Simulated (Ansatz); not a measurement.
Calculated with Ansatz (gas phase, PBE0-D4/def2-TZVP geometries, no zero-point term in ΔE). CBS: MP2 limit from def2 TZ/QZ plus the TZ coupled-cluster correction, frozen cores. This one scheme is used for every species. DFT in def2-TZVPP. def2 core potentials past Kr. For Sb outer-core shells are correlated without core-valence functions, which leaves a few kJ/mol of doubt a bond. Each species was taken in one conformer, which may not be the lowest.

Consider the redistribution: `PP` + `[SiH3][O][SbH2]` → `P[O][SbH2]` + `[SiH3]P`.

`PP`:

Z-matrix (Å, degrees):
```
P
P 1 2.227
H 1 1.422 2 93.6
H 1 1.422 2 93.6 3 92.2
H 2 1.422 1 93.6 3 87.4
H 2 1.422 1 93.6 3 179.6
```

`[SiH3][O][SbH2]`:

```xyz
8

Si   -1.241    0.148   -0.645
O     0.062   -0.440    0.145
Sb    1.592    0.429    1.018
H    -1.056    0.045   -2.118
H    -1.467    1.584   -0.305
H    -2.441   -0.636   -0.253
H     1.787   -0.833    2.161
H     2.765   -0.298   -0.003
```

`P[O][SbH2]`:

Cartesian coordinates in Å:
```
P -0.142 1.371 0.830
O 0.232 -0.137 0.305
Sb 0.356 -0.491 -1.645
H -1.205 1.052 1.727
H 0.795 1.479 1.900
H 1.130 -1.993 -1.372
H -1.166 -1.281 -1.744
```

`[SiH3]P`:

Z-matrix (Å, degrees):
```
Si
P 1 2.255
H 1 1.487 2 113.9
H 1 1.486 2 108.0 3 -121.2
H 1 1.486 2 108.0 3 121.2
H 2 1.421 1 93.8 3 -46.7
H 2 1.421 1 93.8 3 47.0
```

**Question.** Is it downhill or uphill in electronic energy at CCSD(T)/CBS, and by how much? (An estimate is asked.)

**Answer.** Computed: Uphill: ΔE = +21.5 kcal/mol.

**Question.** What do these levels give: LDA (SPW92), PBE-D4, r2SCAN-D4, B97M-V, SCS-MP2/def2-TZVPP, SCS-MP2/def2-QZVPP? (Estimate.)

**Answer.** The calculation gave: LDA (SPW92) 19.3, PBE-D4 19.4, r2SCAN-D4 21.2, B97M-V 21.5, SCS-MP2/def2-TZVPP 22.2, SCS-MP2/def2-QZVPP 22.1 kcal/mol.

Largest T1 diagnostic among the species: 0.015.

From PBE to PBE0 (25 % exact exchange), in def2-TZVPP and without D4, ΔE moves by +0.9 kcal/mol. Leaving LDA and LC-ωPBE aside and taking each functional with its dispersion term where it has one, the values, not all of them listed here, spread over 2.8 kcal/mol, from PBE-D4 to BHLYP-D4.
